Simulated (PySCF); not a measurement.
Cl3In, charge +1, doublet, at a GFN2-xTB geometry (such geometries of metal compounds can be far from the true shape) (a state made from the parent by changing its charge; the spin is typed, not shown lowest) (core potentials on In); B3LYP/def2-SV(P) (PySCF).

The PySCF input:
```python
from pyscf import gto, scf, dft

mol = gto.M(
    atom='''
In   -0.00000000   -0.00000000   -0.00000000
Cl    2.29165336   -0.20818506   -0.44925316
Cl   -0.92222567   -1.03274104    1.89203338
Cl   -1.36942769    1.24092610   -1.44278022
''',
    basis='def2-sv(p)',
    ecp={'In': 'def2-sv(p)'},
    charge=1,
    spin=1,
    verbose=4,
)

mf = dft.UKS(mol)
mf.xc = 'b3lyp'
mf.kernel()
```

**Question.** Write the output that PySCF gives for this input, abridged.

**Answer.** 
```
PySCF version 2.14.0

[INPUT] verbose = 4
[INPUT] num. atoms = 4
[INPUT] num. electrons = 71
[INPUT] charge = 1
[INPUT] spin (= nelec alpha-beta = 2S) = 1
[INPUT] symmetry False subgroup None
[INPUT] Mole.unit = angstrom
[INPUT] Symbol           X                Y                Z      unit          X                Y                Z       unit  Magmom
[INPUT]  1 In     0.000000000000   0.000000000000   0.000000000000 AA    0.000000000000   0.000000000000   0.000000000000 Bohr   0.0
[INPUT]  2 Cl     2.291653360000  -0.208185060000  -0.449253160000 AA    4.330597222839  -0.393412746626  -0.848965432995 Bohr   0.0
[INPUT]  3 Cl    -0.922225670000  -1.032741040000   1.892033380000 AA   -1.742753941344  -1.951597723198   3.575424906735 Bohr   0.0
[INPUT]  4 Cl    -1.369427690000   1.240926100000  -1.442780220000 AA   -2.587843281496   2.345010469825  -2.726459473740 Bohr   0.0

nuclear repulsion = 354.712189769745
number of shells = 34
number of NR pGTOs = 169
number of NR cGTOs = 80
basis = def2-sv(p)
ecp = {'In': 'def2-sv(p)'}

******** <class 'pyscf.dft.uks.UKS'> ********
method = UKS
initial guess = minao
damping factor = 0
level_shift factor = 0
DIIS = <class 'pyscf.scf.diis.CDIIS'>
diis_start_cycle = 1
diis_space = 8
diis_damp = 0
SCF conv_tol = 1e-09
SCF conv_tol_grad = None
SCF max_cycles = 50
direct_scf = True
direct_scf_tol = 1e-13
number electrons alpha = 36  beta = 35
XC library pyscf.dft.libxc version 7.1.2
    S. Lehtola, C. Steigemann, M. J. T. Oliveira, and M. A. L. Marques,  SoftwareX 7, 1–5 (2018)
XC functionals = b3lyp
    P. J. Stephens, F. J. Devlin, C. F. Chabalowski, and M. J. Frisch,  J. Phys. Chem. 98, 11623 (1994)
radial grids:
    Treutler-Ahlrichs [JCP 102, 346 (1995); DOI:10.1063/1.469408] (M4) radial grids

becke partition: Becke, JCP 88, 2547 (1988); DOI:10.1063/1.454033
pruning grids: <function nwchem_prune>
grids dens level: 3
symmetrized grids: False
atomic radii adjust function: <function treutler_atomic_radii_adjust>
small_rho_cutoff = 0
Set gradient conv threshold to 3.16228e-05
tot grids = 78520
init E= -1549.51448835318

cycle= 1 E= -1569.11475965033  delta_E= -19.6  |g|= 1.44  |ddm|= 8.74

cycle= 2 E= -1567.10305144993  delta_E= 2.01  |g|= 2.44  |ddm|= 4.17
cycle= 3 E= -1570.1376123025  delta_E= -3.03  |g|= 0.103  |ddm|= 2.28
cycle= 4 E= -1570.13790249142  delta_E= -0.00029  |g|= 0.0756  |ddm|= 0.151
cycle= 5 E= -1570.13810835573  delta_E= -0.000206  |g|= 0.0661  |ddm|= 0.185
cycle= 6 E= -1570.14143184328  delta_E= -0.00332  |g|= 0.0226  |ddm|= 0.157
cycle= 7 E= -1570.14166096386  delta_E= -0.000229  |g|= 0.0154  |ddm|= 0.0517
cycle= 8 E= -1570.14185301629  delta_E= -0.000192  |g|= 0.0035  |ddm|= 0.0334
cycle= 9 E= -1570.14186306254  delta_E= -1e-05  |g|= 0.000546  |ddm|= 0.00645
cycle= 10 E= -1570.14186324002  delta_E= -1.77e-07  |g|= 0.000278  |ddm|= 0.000896
cycle= 11 E= -1570.1418632936  delta_E= -5.36e-08  |g|= 0.00014  |ddm|= 0.000367
cycle= 12 E= -1570.14186330893  delta_E= -1.53e-08  |g|= 5.32e-05  |ddm|= 0.000224
cycle= 13 E= -1570.14186331141  delta_E= -2.48e-09  |g|= 1.57e-05  |ddm|= 9.58e-05
cycle= 14 E= -1570.14186331163  delta_E= -2.14e-10  |g|= 6.19e-06  |ddm|= 3.15e-05
Extra cycle  E= -1570.14186331086  delta_E= 7.68e-10  |g|= 3.02e-05  |ddm|= 6.12e-05
converged SCF energy = -1570.14186331086  <S^2> = 0.75345888  2S+1 = 2.0034559
```
